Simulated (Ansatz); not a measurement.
Computed with Ansatz on PBE0-D4/def2-TZVP structures; ΔE is electronic, products minus reactants. CBS: MP2 limit from def2 TZ/QZ plus the TZ coupled-cluster correction, frozen cores. This one scheme is used for every species. Functionals use def2-TZVPP. B3LYP here is the variant with VWN-RPA as its local correlation; programs differ in this. For Ge outer-core shells are correlated without core-valence functions, which leaves a few kJ/mol of doubt a bond. Scalar relativity is left out up to krypton.

Consider the ligand exchange at a Ge–C bond: `C=[C]([SiH3])[GeH3]` + CH₃OH → `C[O][GeH3]` + `C=C[SiH3]`.

| level | ΔE (eV) |
| --- | --- |
| B3LYP-D4 | -0.34 |
| ωB97M-V | -0.32 |
| B2PLYP | -0.37 |
| PBE | -0.30 |
| SCS-MP2/def2-TZVPP | -0.34 |
| CCSD(T)/def2-TZVPP | -0.30 |
| SCS-MP2/def2-QZVPP | -0.33 |
| HF/CBS(def2) | -0.51 |

Task: What does CCSD(T)/CBS give? (An estimate is asked.)

Result: Computed: -0.27 eV. The listed levels differ from it by -0.07, -0.05, -0.10, -0.03, -0.07, -0.03, -0.06, -0.24 eV.

Largest T1 diagnostic among the species: 0.012.

In def2-TZVPP, CCSD(T) changes the Hartree–Fock value by +0.19 eV (the triples alone add +0.02 eV) and MP2 by +0.22 eV. The D4 term adds +0.06 eV with B3LYP and +0.04 eV with PBE0; it sums over pairs of atoms, weighted by their polarisabilities, and B3LYP, whose exchange is more repulsive, gets the larger term.
